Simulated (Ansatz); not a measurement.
CH5NOZn, relaxed with RKS PBE-D4/def2-SVP in Ansatz from a rough embedded geometry. The force threshold is 0.03 eV/Å; the program also tests the step.

The species carries charge 0 and has multiplicity 1. The bonds changed during the relaxation, so this is another structure than the one it started from.

Start:

```xyz
9

N     1.154   -0.158   -0.156
C    -0.113    0.421   -0.440
O    -0.609   -0.184   -1.557
Zn    0.041   -0.472    1.772
H     1.534    0.369    0.743
H     1.016   -1.151    0.219
H     0.010    1.492   -0.660
H    -1.532   -0.413   -1.401
H    -1.502    0.095    1.481
```

| step | energy (eV) | largest force (eV/Å) | largest move (Å) |
| --- | --- | --- | --- |
| 1 | -53048.1351 | 2.465 | 0.000 |
| 2 | -53048.7888 | 1.137 | 0.199 |
| 3 | -53049.2966 | 0.999 | 0.195 |
| 4 | -53049.7695 | 1.428 | 0.195 |
| 5 | -53050.3776 | 1.871 | 0.190 |
| 6 | -53050.9759 | 2.433 | 0.195 |
| 7 | -53051.0411 | 3.108 | 0.194 |
| 8 | -53051.3000 | 0.835 | 0.194 |
| 9 | -53051.3139 | 0.327 | 0.175 |
| 10 | -53051.3274 | 0.209 | 0.128 |
| 11 | -53051.3309 | 0.165 | 0.034 |
| 12 | -53051.3323 | 0.045 | 0.021 |
| 13 | -53051.3325 | 0.013 | 0.011 |

End:

```xyz
9

N     1.116   -0.110   -0.126
C    -0.210    0.385   -0.366
O    -0.737   -0.306   -1.480
Zn   -0.178   -0.944    2.637
H     1.657    0.518    0.477
H     1.104   -1.046    0.305
H    -0.125    1.487   -0.545
H    -1.708   -0.248   -1.416
H    -0.918    0.265    0.515
```

Run time 16 s (4 threads of a server CPU on a shared host); peak host memory 0.16 GiB.
